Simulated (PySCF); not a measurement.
An unknown is described by computed data only.

Elements present: C, H, P and S. Monoisotopic mass: 146.0319 u.

* Polarisability: 112.2 au [B3LYP/def2-SVPD]
* NMR, other nuclei: isotropic shieldings of nuclei other than C and H, by class: 253 (1 P), 770 (1 S) ppm [GIAO CAM-B3LYP/pcSseg-1]
* Dipole: 5.30 D [B3LYP/def2-SVPD]
* Triplet: lowest triplet excitation (Tamm–Dancoff): 5.14 eV [TDA B3LYP/def2-SVPD]
* UV, strongest line: among the 10 lowest singlet transitions: S4 at 5.74 eV (216 nm, f = 0.060) [TDDFT B3LYP/def2-SVPD]
* Rotational structure: rotational constants A, B, C: 2.789, 1.176, 1.060 GHz [PBE0-D3(BJ)/def2-SVP]
* Valence photoelectron: vertical ionisation energy: 8.25 eV [ΔSCF B3LYP/def2-SVPD]
* 13C NMR: chemical shifts (computed TMS as zero) by class: 39.3 (1 C), 34.0 (1 C), 31.7 (2 C), 30.7 (2 C) ppm [GIAO CAM-B3LYP/pcSseg-1]
* 1H NMR: chemical shifts (computed TMS as zero) by class: 1.84 (1 H), 1.67 (2 H), 1.51 (2 H), 1.37 (2 H), 1.31 (2 H), 1.09 (2 H) ppm [GIAO CAM-B3LYP/pcSseg-1]

The electronic properties come from PySCF, for the isolated species, density fitting. Levels stand in brackets. Isolated species at its PBE0-D3(BJ)/def2-SVP geometry, gas phase. NMR classes are plain means over equivalent atoms (diastereotopic ones count apart unless rotation or inversion swaps them), as if these changed places fast.

Question: Which formula fits the mass and the elements?

Answer: C6H11PS (calculated 146.0319). No other formula that holds each of these elements comes within 0.0003 u with a fitting electron parity and a possible valence count.

Question: What is the compound? Reason from the data.

Answer: Numbering: `[S:1]=[P@:2]12[CH2:3][CH2:4][C@H:5]([CH2:6][CH2:7]1)[CH2:8]2`. 6 carbons fall into 4 classes; from least to most shielded: ring sp3 carbon bound to phosphorus [C8] (39.3 ppm), sp3 carbon at a ring junction [C5] (34.0 ppm), ring CH2 carbon [C4/C6] (31.7 ppm, 2 C), ring sp3 carbon bound to phosphorus [C3/C7] (30.7 ppm, 2 C). Hydrogen classes from least to most shielded: 1 H on an sp3 carbon at a ring junction, C5 (1.84 ppm), 2 H on 2 ring CH2 carbons, C4/C6 (1.67 ppm), 2 H on 2 ring CH2 carbons, C4/C6 (1.51 ppm), 2 H on 2 like atoms (sp3 carbon bound to phosphorus), C3/C7 (1.37 ppm), 2 H on 2 like atoms (sp3 carbon bound to phosphorus), C3/C7 (1.31 ppm), 2 H on an sp3 carbon bound to phosphorus, C8 (1.09 ppm). The other shieldings belong to: 253 ppm, phosphorus bonded to 3 C and S [P2]; 770 ppm, sulfur bonded to P [S1]. The first electron is taken from the HOMO, whose largest Löwdin shares are 0.73 on the sulfur bonded to P, 0.14 on the phosphorus bonded to 3 C and S and 0.04 on each of 2 atoms of one kind (sp3 carbon bound to phosphorus). The optimised geometry has point group Cs and is an asymmetric top. Structure: `C1C[P@]2(CC[C@@H]1C2)=S`. Computed isomers that give other values at the same levels: `CC1=CC[P@](C)(=S)C1` (smallest rotational constant: 0.884 GHz; this holds for the one conformer computed); `CSCP=C=C(C)C` (vertical ionisation energy: 7.86 eV). The assignments are read from this structure; whether some other isomer fits the data as well wasn't checked.
